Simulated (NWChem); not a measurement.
Polarisability of germanium monoxide (GeO)

```xyz
2

Ge     0.0000     0.0000     0.3297
O      0.0000     0.0000    -1.3189
```
Charge 0, spin multiplicity 1.

Everything below was run with NWChem. The geometry was optimised at PBE/def2-SVP, a minimum by its harmonic frequencies.

Basis set: def2-SVPD. The field's frequency is 0.0773 Ha (589 nm).

The Hamiltonian is non-relativistic. The correlated methods keep 10 core orbitals frozen. B3LYP has NWChem's definition, with VWN1-RPA local correlation. Coupled-cluster values serve here as a point of comparison, not as the truth.

Problem. Order these methods by the isotropic polarisability they give, lowest first: HF, PBE, CCSD linear response, PBE0, B3LYP.

Solution. HF (31.86 bohr³), PBE0 (33.25 bohr³), B3LYP (33.39 bohr³), PBE (34.37 bohr³), CCSD linear response (35.31 bohr³)
